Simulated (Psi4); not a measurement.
CdCl2 (SMILES [Cl][Cd][Cl]), singlet, geometry from GFN2-xTB (such geometries of metal compounds can be far from the true shape) (core potentials on Cd). Base run: M06-2X/def2-SV(P) (Psi4).

Here is a job for Psi4.
```
memory 2 GB

molecule mol {
0 1
Cd   -0.396713    0.183899   -0.314496
Cl    1.796225    0.099293   -0.905454
Cl   -0.676094   -0.618537    1.793443
}

set {
  basis def2-sv(p)
  reference rks
}

energy('m06-2x')
print_variables()
```

Variants of this job, named by their change:

```csv
change,ΔE vs base (mEh),SCF cycles,grid points,basis functions,outcome
base,0.000,8,64070,60,converged
diis_max_vecs = 3,0.000,10,64070,60,converged
level_shift = 1.0,0.000,8,64070,60,converged
level_shift = 0.3,0.000,8,64070,60,converged
dft_pruning_scheme = robust,0.000,8,50634,60,converged
guess = sap,0.000,12,64070,60,converged
dft_spherical_points = 974,0.145,8,205624,60,converged
soscf = true,-,-,-,60,stopped with an error
dft_radial_points = 99,-0.589,8,84217,60,converged
dft_radial_scheme = becke,0.306,8,55476,60,converged
guess = sapgau,0.000,13,64070,60,converged
dft_nuclear_scheme = becke,-0.164,8,64024,60,converged
dft_pruning_scheme = treutler,0.000,8,44826,60,converged
```

- soscf = true: ended with `Fatal Error: Vx: RKS does not support rotated V builds for MGGA's`
